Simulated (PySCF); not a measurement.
F₃Ge, doublet, at a GFN2-xTB geometry. Base run: DF-PBE0/aug-cc-pVDZ run with PySCF.

PySCF was given this input:
```python
from pyscf import gto, scf, dft

mol = gto.M(
    atom='''
F    -1.034034   -1.262326   -0.413136
Ge    0.002856    0.009445    0.381250
F     1.595920   -0.278150   -0.457217
F    -0.572039    1.506892   -0.485203
''',
    basis='aug-cc-pvdz',
    charge=0,
    spin=1,
    verbose=3,
)

mf = dft.UKS(mol)
mf.xc = 'pbe0'
mf = mf.density_fit(auxbasis='def2-universal-jkfit')
mf.kernel()
mf.analyze()
```

Each row names what was changed in the base input (with any setting that the change needs).

| change | basis functions | E (Eh) | HOMO (eV) | dipole (D) |
|---|---|---|---|---|
| base | 105 | -2376.05581 | -9.82 | 3.43 |
| basis = cc-pVDZ-DK; relativity = none (without mf = mf.density_fit(auxbasis='def2-universal-jkfit')) | 69 | -2364.14931 | -9.34 | 3.30 |
| basis = x2c-TZVPall; relativity = none (without mf = mf.density_fit(auxbasis='def2-universal-jkfit')) | 141 | -2366.66283 | -9.67 | 3.39 |
| basis = x2c-TZVPall; relativity = spin-free X2C; nucleus = Gaussian (with nucmod='G'; without mf = mf.density_fit(auxbasis='def2-universal-jkfit')) | 141 | -2398.23198 | -9.78 | 3.40 |
| basis = x2c-TZVPall; relativity = spin-free X2C (without mf = mf.density_fit(auxbasis='def2-universal-jkfit')) | 141 | -2398.24329 | -9.78 | 3.40 |
| basis = cc-pVDZ-DK; relativity = spin-free X2C; nucleus = Gaussian (with nucmod='G'; without mf = mf.density_fit(auxbasis='def2-universal-jkfit')) | 69 | -2398.00837 | -9.48 | 3.27 |
| basis = cc-pVDZ-DK; relativity = spin-free X2C (without mf = mf.density_fit(auxbasis='def2-universal-jkfit')) | 69 | -2398.02005 | -9.48 | 3.27 |
| basis = jorge-DZP-DKH; relativity = none (without mf = mf.density_fit(auxbasis='def2-universal-jkfit')) | 88 | -2370.96440 | -9.71 | 3.86 |
| basis = jorge-DZP-DKH; relativity = spin-free X2C (without mf = mf.density_fit(auxbasis='def2-universal-jkfit')) | 88 | -2398.05161 | -9.78 | 3.85 |
| basis = jorge-DZP-DKH; relativity = spin-free X2C; nucleus = Gaussian (with nucmod='G'; without mf = mf.density_fit(auxbasis='def2-universal-jkfit')) | 88 | -2398.03966 | -9.78 | 3.85 |

Totals shift with the method and basis; they matter in differences.

Open shells are given as the SCF converged; they aren't shown to be the lowest states, and a large step between rows can be another state.

Basis sets contracted for a relativistic Hamiltonian are a mismatch without it, so the rows without relativity aren't non-relativistic limits. No row has spin-orbit coupling; sets with core potentials leave out the core electrons.
